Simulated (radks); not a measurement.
Initial-state core-level shifts of the xenon ion Xe+ when its valence configuration changes from [Kr] 4d10 5s2 5p5. Calculated with a radial shooting solver on a logarithmic mesh with Libxc functionals: scalar-relativistic Kohn-Sham, r2SCAN, spin-polarised, spherical densities, finite nucleus; open shells are filled with parallel spins first (spin-orbit coupling, left out, can overturn this in heavy ions); meta-GGA in the generalised Kohn-Sham scheme; Fermi nuclear charge, rms radius 4.7859 fm. Shifts are changes of the shell-averaged eigenvalues in eV (positive: less bound); the change of the density at the nucleus, which sets a Mossbauer isomer shift, is in e/bohr^3, on a base of 2.805e+05.

[
 {"valence": "4d10 5s1 5p6", "1s": "-1.472", "2p": "-1.438", "3s": "-1.455", "4p": "-1.401", "density at nucleus": "-86.31"},
 {"valence": "4d9.5 5s2 5p5.5", "1s": "-5.076", "2p": "-5.352", "3s": "-5.069", "4p": "-3.895", "density at nucleus": "+15.31"},
 {"valence": "4d9 5s2 5p6", "1s": "-10.189", "2p": "-10.753", "3s": "-10.167", "4p": "-7.755", "density at nucleus": "+31.07"},
 {"valence": "4d10 5s1.5 5p5.5", "1s": "-0.736", "2p": "-0.719", "3s": "-0.728", "4p": "-0.702", "density at nucleus": "-43.27"}
]
